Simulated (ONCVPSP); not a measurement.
**Pseudopotential generation for Ge (Z = 32): ONCV, PBE, non-relativistic.**

Input for ONCVPSP 4.0.1:

```
# ATOM AND REFERENCE CONFIGURATION
# atsym  z   nc   nv     iexc    psfile
  Ge 32.00    5    3        4      upf
#
#   n    l    f
    1    0    2.00
    2    0    2.00
    2    1    6.00
    3    0    2.00
    3    1    6.00
    3    2   10.00
    4    0    2.00
    4    1    1.00
#
# PSEUDOPOTENTIAL AND OPTIMIZATION
# lmax
    2
#
#   l,   rc,      ep,       ncon, nbas, qcut
    0    1.65    0.00    4    8    4.40
    1    2.30    0.00    5    8    3.10
    2    0.90    0.00    3    8   15.90
#
# LOCAL POTENTIAL
# lloc, lpopt,  rc(5),   dvloc0
    4    4    0.85    0.00
#
# VANDERBILT-KLEINMAN-BYLANDER PROJECTORs
# l, nproj, debl
    0    2    1.20
    1    2    2.60
    2    2    4.00
#
# MODEL CORE CHARGE
# icmod, fcfact, rcfact
    3    2.75    1.60
#
# LOG DERIVATIVE ANALYSIS
# epsh1, epsh2, depsh
   -3.00    5.00    0.02
#
# OUTPUT GRID
# rlmax, drl
    6.00    0.01
#
# TEST CONFIGURATIONS
# ncnf
    4
# nvcnf
#   n    l    f
    3
    3    2   10.00
    4    0    2.00
    4    1    2.00
#
    3
    3    2   10.00
    4    0    2.00
    4    1    0.00
#
    3
    3    2   10.00
    4    0    1.00
    4    1    0.00
#
    3
    3    2   10.00
    4    0    1.00
    4    1    2.00
#
```

Command:

```bash
oncvpspnr.x < Ge.dat > Ge.out
```

Resulting log (shortened: citation, most of the input echo, consistency checks and plot data are left out):

```
ONCVPSP  (Optimized Norm-Conservinng Vanderbilt PSeudopotential)
scalar-relativistic version 4.0.1

#   n    l    f        energy (Ha)
    1    0    2.00    -3.9734013E+02
    2    0    2.00    -4.9467746E+01
    2    1    6.00    -4.4075799E+01
    3    0    2.00    -6.3192561E+00
    3    1    6.00    -4.5340820E+00
    3    2   10.00    -1.4384074E+00
    4    0    2.00    -7.1568961E-01
    4    1    1.00    -4.1400104E-01

Reference configufation results
  iterations    26
  all-electron total energy (Ha)   -2.07635694D+03

Begin loop to  construct optimized pseudo wave functions
and semi-local pseudopoentials for all angular momenta

   Wellstate for l =  0  n =  5
     eigenvalue =   0.4843
     asymptotic potential =   0.9843
     half-point radius =  3.2857

Calculating optimized projector #   1

 for l=   0

    Fraction of norm inside rc  0.314649
    Optimizing pswf for qcut=   4.41 a_B^-1,  ecut=   9.72 Ha
    Residual kinetic energy error=  3.19D-04 Ha

    Energy error per electron        Cutoff
         Ha          eV             Ha
         0.01000     0.27211        6.02
         0.00100     0.02721        8.58
         0.00010     0.00272       15.60
         0.00001     0.00027       47.57

Calculating optimized projector #   2

 for l=   0

    Fraction of norm inside rc  0.147116
    Optimizing pswf for qcut=   4.41 a_B^-1,  ecut=   9.72 Ha
    Residual kinetic energy error=  7.23D-04 Ha

    Energy error per electron        Cutoff
         Ha          eV             Ha
         0.01000     0.27211        6.35
         0.00100     0.02721        9.37
         0.00010     0.00272       69.41
         0.00001     0.00027       87.48

   Wellstate for l =  1  n =  6
     eigenvalue =   2.1860
     asymptotic potential =   2.6860
     half-point radius =  3.7049

Calculating optimized projector #   1

 for l=   1

    Fraction of norm inside rc  0.454923
    Optimizing pswf for qcut=   3.10 a_B^-1,  ecut=   4.80 Ha
    Residual kinetic energy error=  1.68D-03 Ha

    Energy error per electron        Cutoff
         Ha          eV             Ha
         0.01000     0.27211        2.04
         0.00100     0.02721        6.48
         0.00010     0.00272       29.41
         0.00001     0.00027       36.22

Calculating optimized projector #   2

 for l=   1

    Fraction of norm inside rc  0.158845
    Optimizing pswf for qcut=   3.10 a_B^-1,  ecut=   4.80 Ha
    Residual kinetic energy error=  2.34D-02 Ha

    Energy error per electron        Cutoff
         Ha          eV             Ha
         0.01000     0.27211        7.00
         0.00100     0.02721       16.95
         0.00010     0.00272       36.68
         0.00001     0.00027       43.79

   Wellstate for l =  2  n =  5
     eigenvalue =   2.5616
     asymptotic potential =   3.0616
     half-point radius =  2.5264

Calculating optimized projector #   1

 for l=   2

    Fraction of norm inside rc  0.740895
    Optimizing pswf for qcut=  15.90 a_B^-1,  ecut= 126.44 Ha
    Residual kinetic energy error=  2.29D-05 Ha

    Energy error per electron        Cutoff
         Ha          eV             Ha
         0.01000     0.27211       92.31
         0.00100     0.02721      106.90
         0.00010     0.00272      118.04
         0.00001     0.00027      230.97

Calculating optimized projector #   2

 for l=   2

    Fraction of norm inside rc  0.039655
    Optimizing pswf for qcut=  15.90 a_B^-1,  ecut= 126.44 Ha
    Residual kinetic energy error=  1.59D-05 Ha

    Energy error per electron        Cutoff
         Ha          eV             Ha
         0.01000     0.27211       82.39
         0.00100     0.02721      101.78
         0.00010     0.00272      115.78
         0.00001     0.00027      134.13

Construct Vanderbilt / Kleinmman-Bylander projectors

B matrix Hermiticity error, ll=   0
   1   2    1.3112E-08

  Orthonormal projector coefficients  9.7990E+00  1.4355E+00

B matrix Hermiticity error, ll=   1
   1   2   -4.0292E-08

  Orthonormal projector coefficients  6.6834E+00  7.6641E-01

B matrix Hermiticity error, ll=   2
   1   2   -6.2813E-09

  Orthonormal projector coefficients -2.3299E+01 -5.9466E+00

Model core correction analysis
  based on d2Exc/dn_idn_j

d2excae - all-electron derivatives

   -3.353172D-02   -6.051994D-03   -3.354150D-03
   -6.051297D-03   -3.695051D-02   -3.248367D-02
   -3.353544D-03   -3.248087D-02   -3.473023D-02

d2excps - pseudofunction derivatives with no core correction

   -5.343329D-02   -6.349742D-03   -3.469607D-03
   -6.348718D-03   -3.865149D-02   -3.325912D-02
   -3.468940D-03   -3.325703D-02   -3.510117D-02

rms 2nd derivative error    6.670924E-03

rmatch, rhocmatch    0.4176   75.3112

Teter function model core charge with specified parameters

d2excps - pseudofunction derivatives with core correction

   -4.386041D-02   -6.325430D-03   -3.439576D-03
   -6.324399D-03   -3.863937D-02   -3.325296D-02
   -3.438902D-03   -3.325088D-02   -3.509795D-02

rms 2nd derivative error    3.512169E-03

Pseudoatom total energy  -92.499611

Diagnostic tests using Vanderbilt-Kleinman-Bylander pseudopotentials
  1 or more projectors used as specified by nproj input data

   l    rcore       rmatch      e in        delta e   norm test  slope test

   0   1.6531594   1.7033529  -0.7156896   0.0000000   1.0000000   1.0000001
   0   1.6531594   1.7033529   0.4843104   0.0000000   1.0000000   1.0000000

   1   2.3110091   2.3811764  -0.4140010   0.0000000   1.0000000   1.0000000
   1   2.3110091   2.3811764   2.1859990   0.0000001   1.0000000   1.0000000

   2   0.9034803   0.9309119  -1.4384074  -0.0001306   0.9999683   0.9998918
   2   0.9034803   0.9309119   2.5615926  -0.0000368   1.0000294   1.0000294

 Testing for bound ghosts
   n   l    E NL Schr. Eq   E Basis Diag.   E Cutoff

       0                       -0.970938     95.27  WARNING - GHOST(-)
   1   0       -0.715690       -0.709661     95.27

   2   1       -0.414001       -0.412357     56.43

   3   2       -1.438538       -1.432683    422.15

 Testing for highly-localized positive-energy ghosts
       l    <radius>/rc     E Basis Diag.   E Cutoff

       1        0.667377        4.590402     56.43  WARNING - GHOST(+)

Test configuration 0

   n   l     f        eae           eps        diff
   1   0  2.0000 -397.34013493
   2   0  2.0000  -49.46774603
   2   1  6.0000  -44.07579924
   3   0  2.0000   -6.31925608
   3   1  6.0000   -4.53408203
   3   2 10.0000   -1.43840743   -1.43853799   -1.31D-04
   4   0  2.0000   -0.71568961   -0.71568961    0.00D+00
   4   1  1.0000   -0.41400104   -0.41400104    0.00D+00

    Total energies and differences
      AE_ref= -2.07635694D+03  AE_tst= -2.07635694D+03  dif=  0.00D+00
      PS_ref= -9.24996107D+01  PS_tst= -9.24996107D+01  dif=  2.98D-13
      PSP excitation error= -2.98D-13

Test configuration 1

   n   l     f        eae           eps        diff
   1   0  2.0000 -397.00587271
   2   0  2.0000  -49.13616968
   2   1  6.0000  -43.74386642
   3   0  2.0000   -5.98819394
   3   1  6.0000   -4.20300710
   3   2 10.0000   -1.10800321   -1.10938438   -1.38D-03
   4   0  2.0000   -0.41892991   -0.41890245    2.75D-05
   4   1  2.0000   -0.14449579   -0.14449814   -2.35D-06

    Total energies and differences
      AE_ref= -2.07635694D+03  AE_tst= -2.07663172D+03  dif= -2.75D-01
      PS_ref= -9.24996107D+01  PS_tst= -9.27743943D+01  dif= -2.75D-01
      PSP excitation error=  5.93D-07

Test configuration 2

   n   l     f        eae           eps        diff
   1   0  2.0000 -397.74779403
   2   0  2.0000  -49.86923794
   2   1  6.0000  -44.47806455
   3   0  2.0000   -6.71952997
   3   1  6.0000   -4.93429674
   3   2 10.0000   -1.83687112   -1.83442260    2.45D-03
   4   0  2.0000   -1.05779689   -1.05761762    1.79D-04

    Total energies and differences
      AE_ref= -2.07635694D+03  AE_tst= -2.07578920D+03  dif=  5.68D-01
      PS_ref= -9.24996107D+01  PS_tst= -9.19319123D+01  dif=  5.68D-01
      PSP excitation error=  3.91D-05

Test configuration 3

   n   l     f        eae           eps        diff
   1   0  2.0000 -398.27117022
   2   0  2.0000  -50.38051064
   2   1  6.0000  -44.99043624
   3   0  2.0000   -7.23068650
   3   1  6.0000   -5.44494995
   3   2 10.0000   -2.34266067   -2.33355592    9.10D-03
   4   0  1.0000   -1.46335851   -1.46067294    2.69D-03

    Total energies and differences
      AE_ref= -2.07635694D+03  AE_tst= -2.07453068D+03  dif=  1.83D+00
      PS_ref= -9.24996107D+01  PS_tst= -9.06745399D+01  dif=  1.83D+00
      PSP excitation error=  1.18D-03

Test configuration 4

   n   l     f        eae           eps        diff
   1   0  2.0000 -397.40268301
   2   0  2.0000  -49.52796363
   2   1  6.0000  -44.13598911
   3   0  2.0000   -6.38140353
   3   1  6.0000   -4.59601078
   3   2 10.0000   -1.49862795   -1.49671706    1.91D-03
   4   0  1.0000   -0.74925867   -0.74888205    3.77D-04
   4   1  2.0000   -0.44119288   -0.44115441    3.85D-05

    Total energies and differences
      AE_ref= -2.07635694D+03  AE_tst= -2.07605200D+03  dif=  3.05D-01
      PS_ref= -9.24996107D+01  PS_tst= -9.21948383D+01  dif=  3.05D-01
      PSP excitation error=  1.61D-04
```

oncvpspnr.x prints “scalar-relativistic version” in its banner although the run is non-relativistic.

Note: ghosts flagged at negative energy: s at -26.4 eV; GHOST(+) flagged for p at 124.9 eV. A true bound ghost makes a file unfit for plane-wave use.

The run took about 3.3 s on one core of a shared server CPU.
